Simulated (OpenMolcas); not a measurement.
**Mn, Tc, Re: d⁵ s² down the group**

| Property | Result |
| --- | --- |
| Program | OpenMolcas |
| Method | XMS-CASPT2, IPEA 0.25 Eh, imaginary shift 0.1 Eh |
| Basis | ANO-RCC-VTZP |
| Scalar Hamiltonian | DKH2, point nucleus |
| Spin-orbit coupling | state interaction with AMFI integrals over the reference wave functions, term energies averaged over their components |

Active space for each ion: 5 electrons in 5 orbitals (d); closed shells correlated by CASPT2: Mn 3s 3p 4s; Tc 4s 4p 5s; Re 5s 5p 6s.

Computed levels in cm-1 above ⁶S_5/2:

| Level | Mn | Tc | Re |
| --- | --- | --- | --- |
| ⁴G_7/2 | 25660 | 18790 | 16160 |
| ⁴G_11/2 | 25670 | 18840 | 17060 |
| ⁴G_9/2 | 25670 | 18890 | 17480 |
| ⁴P_3/2 | 27810 | 19970 | 15880 |
| ⁴P_1/2 | 27860 | 20420 | 17750 |
| ⁴D_7/2 | 30890 | 21570 | 20130 |
| ⁴D_1/2 | 30930 | 22050 | 22370 |
| ²I_11/2 | 37820 | 27890 | 25620 |
| ²I_13/2 | 37860 | 28230 | 27930 |
| weight of ⁶S in the lowest level (%) | 100 | 99 | 88 |

Mixed levels, with the weight of the term that names them: Tc ⁴P_3/2 (69 %), Re ⁴G_7/2 (68 %), Re ⁴P_3/2 (51 %), Re ⁴P_1/2 (71 %), Re ⁴D_7/2 (72 %), Re ⁴D_1/2 (74 %).

Measured, with the error of the calculation in %. Measured levels: Re from NIST Handbook of Basic Atomic Spectroscopic Data.

```tsv
Level	Re
⁴G_7/2	15058 (+7.3)
⁴G_11/2	16307 (+4.6)
⁴G_9/2	16619 (+5.2)
```

Without spin-orbit coupling ⁴G lies 25660, 18810, 16570 cm-1 above ⁶S in that order; the difference to the level ⁴G_7/2, of either sign, comes from spin-orbit coupling, which also lowers the zero.

CASPT2 breaks the degeneracy within a term, and the mean is taken; among the terms shown or strongly mixed into the levels shown the widest spread is 2300 cm-1 (5d⁵ 6s² ⁴D, Re). Some high roots are left out of the spin-orbit mixing, which shifts the levels that they would mix with. With the s shell closed, the reference lacks s² → p², s² → d² and s → d mixing, so excited terms can stand far too high and out of order, with CASPT2 too. The CASPT2 spread within a term exceeds the gap to the next term for 4d⁵ 5s² ⁴G and 4d⁵ 5s² ⁴P, 4d⁵ 5s² ⁴P and 4d⁵ 5s² ⁴D, so the order of their levels is uncertain, and so are names and mixing where such terms share a J (figures for Tc; the like holds for Re). Measured partners are found by configuration, term and J. A level has none where our copy of the source lacks it or the pairing is in doubt (some pairs that miss far off the trend of their configuration count as doubtful), and it then counts in no deviation. Only configurations of the active space appear.
